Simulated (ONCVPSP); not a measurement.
**Which change was made? (Cd, ONCV)**

- Element: cadmium
- Generator: ONCVPSP 4.0.1
- Type: optimised norm-conserving Vanderbilt (ONCV)
- Functional: PBE
- Relativity: scalar-relativistic
- Frozen core: [Ar] 3d10
- Valence charge: 20
- Reference configuration: 4s2 4p6 4d10 5s1 (charge +1)
- Partial waves: 4s+5s: rc 1.40 bohr, ncon 4, nbas 9, qcut 7.3 1/bohr, 3 projectors, debl 1.6 Ha; 4p: rc 1.30 bohr, ncon 3, nbas 8, qcut 8.3 1/bohr, 1 projector; 4d: rc 1.40 bohr, ncon 4, nbas 9, qcut 9.2 1/bohr, 3 projectors, debl 0.9 Ha
- Local potential: polynomial inside 1.30 bohr (lpopt 5, dvloc0 0 Ha)
- Core correction: Teter function, fcfact 4.75, rcfact 1

Cutoffs, loose and tight: the cutoffs (Ha) at which the residual kinetic energy of the hardest occupied pseudo-wave falls to 1 and 0.1 mHa per electron. They do not see the model core or the augmentation charge, which bear on the density cutoff. Test errors are all-electron minus pseudo excitation energies from the reference, over the configurations 4s2 4p6 4d10 5s2; 4s2 4p6 4d10 5s0; 4s2 4p6 4d9 5s0; 4s2 4p6 4d8 5s0; variants that change the core or the reference have their own tests.

The base gives: outcome: generated; cutoff, loose: 34 Ha; cutoff, tight: 39 Ha; bound ghosts: s; GHOST(+) flags above zero: s; largest test error (meV): -8.1.

(1) After one change the result is: outcome: generated; cutoff, loose: 38 Ha; cutoff, tight: 45 Ha; bound ghosts: none; GHOST(+) flags above zero: s; largest test error (meV): -13. Which change was it?
A. s: qcut 8.6; p: qcut 9.8; d: qcut 10.9
B. s: qcut 10.6; p: qcut 12; d: qcut 13.3
C. s: qcut 5.5; p: qcut 6.3; d: qcut 7

Answers

(1) A. The others give: s: qcut 10.6; p: qcut 12; d: qcut 13.3 → outcome: generated; cutoff, loose: 44 Ha; cutoff, tight: 53 Ha; bound ghosts: none; GHOST(+) flags above zero: d; largest test error (meV): +23 | s: qcut 5.5; p: qcut 6.3; d: qcut 7 → outcome: generated; cutoff, loose: 70 Ha; cutoff, tight: 154 Ha; bound ghosts: s, d; GHOST(+) flags above zero: s; largest test error (meV): +12.
